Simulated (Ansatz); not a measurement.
System: GeCl, net charge 0, doublet state. SMILES: [Ge][Cl]
Structure (B3LYP-D3(BJ)/def2-TZVP (Ansatz, a quantum-chemistry and plane-wave program) minimum search):
```
Ge
Cl 1 2.1967
```
Charge 0, spin multiplicity 2.

**Question.** Give the harmonic wavenumbers at B3LYP-D3(BJ)/def2-TZVP (Ansatz, finite differences of forces, unscaled).

**Answer.** 390 cm⁻¹. Zero-point energy 0.6 kcal/mol.

**Question.** From these and the geometry, give the ideal-gas thermochemistry at 298.15 K and 1 atm (rigid rotor, harmonic oscillator).

**Answer.** Point group C∞v, rotational symmetry number 1. Rotational constants 4.397, 4.397 GHz. S(trans) 39.95, S(rot) 16.40, S(vib) 1.00, S(elec, spin only) 1.38, S 58.7 cal/(mol K). H(298) - H(0) 2.27 kcal/mol; G - E(el) -14.7 kcal/mol.
